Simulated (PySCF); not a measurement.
**RuO4: double against triple zeta**

Base calculation in PySCF with density fitting and no spin–orbit coupling, PBE0/def2-SVP (scalar-relativistic core potentials): singlet, Td, Ru–O 1.664 Å (×4); wavenumbers 351 (×2), 373 (×3), 1007, 1023 (×3) cm⁻¹; gap between the highest occupied and lowest empty levels 5.42 eV, polar-tensor charge of Ru 2.03 e, atomisation energy (no zero-point energy) 1717 kJ/mol.

Q: What changes on going to PBE0/def2-TZVP (scalar-relativistic core potentials)?

A: The point group stays the same. Changes: mean bond to Ru -0.001 Å, highest wavenumber +5 cm⁻¹, lowest wavenumber +1 cm⁻¹, gap between the highest occupied and lowest empty levels +0.02 eV, polar-tensor charge of Ru +0.04 e, atomisation energy (no zero-point energy) +11 kJ/mol. The new structure has Ru–O 1.663 Å (×4), with wavenumbers 352 (×2), 376 (×3), 1018, 1028 (×3) cm⁻¹. The geometry is nearly converged in the smaller basis.

The structures come from searches over a few start shapes, so lower isomers are not excluded.
